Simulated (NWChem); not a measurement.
Molecule: SiH2OClF; SMILES O[Si@H](F)Cl

```xyz
6

O      1.2886     1.2527     0.2530
Si     0.0035     0.4580    -0.3725
F     -1.3738     1.0306     0.2429
Cl     0.0539    -1.5331     0.1191
H      1.4994     1.1416     1.1854
H      0.0067     0.6517    -1.8296
```
Atoms are numbered in this order, from 1.

Level: PBE0/def2-SVP (NWChem), optimised geometry, unscaled harmonic frequencies. 

```
frequency (cm⁻¹)  IR intensity (km/mol)
----------------  ---------------------
186                                45.0
249                                18.0
312                                85.0
351                                64.2
564                                81.3
758                                79.0
830                                80.5
859                               248.2
902                               129.4
993                               184.7
2366                               79.8
3932                              137.8
```

| Quantity | Result |
|---|---|
| zero-point energy | 17.6 kcal/mol |
| thermal correction to the enthalpy at 298.15 K (with zero-point energy) | 21.4 kcal/mol |
| heat capacity Cv | 16.7 cal/(mol K) |
| entropy at 298.15 K and 1 atm (symmetry number 1) | 73.7 cal/(mol K) |
| dipole moment | 1.20 D |

Rigid rotor and harmonic oscillator.
